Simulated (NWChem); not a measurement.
# SnH$_{2}$S, singlet; SMILES [SH][SnH]

```xyz
4

Sn     0.0208     0.6267     0.0000
H     -1.7573     0.6508     0.0000
S     -0.0698    -1.8093     0.0000
H      1.2702    -1.9910     0.0000
```
Atoms are numbered in this order, from 1.

Computed with NWChem. Low-valent species are run as closed-shell singlets; no triplet was tried in these runs. Coordinates come from a PBE0/def2-SVP optimisation. def2 effective core potentials on Sn; no spin-orbit coupling. Static field.

Question: Order these by “anisotropy (bohr³)”, lowest first: B3LYP/def2-SVPD; CAM-B3LYP/def2-SVPD; PBE/def2-SVPD.

Answer: CAM-B3LYP/def2-SVPD (33.1), B3LYP/def2-SVPD (35.0), PBE/def2-SVPD (36.5)
